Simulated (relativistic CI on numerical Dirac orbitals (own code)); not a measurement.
# Ti³⁺: M2,3 absorption edge

Computed with this model: Dirac-Coulomb-Breit CI, KLI orbitals optimised for each configuration, a model potential for QED, valence Slater integrals scaled by 0.8, multiplet model of core-to-valence dipole absorption; configurations [Ar] 3d → [Ne] 3s2 3p5 3d2; 10 K; Lorentzian 0.8 eV and Gaussian 0.3 eV FWHM. Energies are those of the free ion, without screening or charge transfer. The branching ratio is the share of the lower-energy edge in the whole absorption, uncertain by about 0.02 where the edges overlap. S is read from ⟨S²⟩ = S(S + 1).

Field parameters in Wybourne normalisation: Oh B⁴₀ = 21Dq, B⁴₄ = √(5/14) B⁴₀. The field is a parameter set, without covalency.

Computed curve for Oh, 10Dq = 14500 cm⁻¹, scaled to 100 at the maximum (points under 2 are left out and the grid is thinned):

```
Energy (eV)  Intensity
       36.5        2.0
       36.7        2.2
       37.0        2.1
       37.2        2.0
       39.4        2.1
       39.6        2.2
       39.9        2.4
       40.1        2.5
       40.3        2.3
       40.5        2.0
       41.8        2.3
       42.0        2.6
       42.2        3.1
       42.5        3.8
       42.7        4.3
       42.9        4.7
       43.1        5.1
       43.4        6.3
       43.6        7.7
       43.8        9.6
       44.0       12.6
       44.3       20.7
       44.5       31.0
       44.7       48.5
       45.0       85.8
       45.2       97.6
       45.4       86.4
       45.6       62.6
       45.9       33.4
       46.1       22.9
       46.3       16.9
       46.5       13.5
       46.8       11.0
       47.0       10.4
       47.2       10.5
       47.4       11.2
       47.7       14.1
       47.9       17.9
       48.1       24.4
       48.4       44.4
       48.6       67.9
       48.8       92.8
       49.0      100.0
       49.3       68.0
       49.5       45.2
       49.7       32.0
       49.9       26.4
       50.2       27.4
       50.4       29.7
       50.6       27.0
       50.9       16.6
       51.1       11.4
       51.3        8.3
       51.5        6.3
       51.8        4.6
       52.0        3.8
       52.2        3.2
       52.4        2.8
       52.7        2.3
       52.9        2.1
```

The ground state has S = 0.50, and the centroid lies at 47.08 eV.
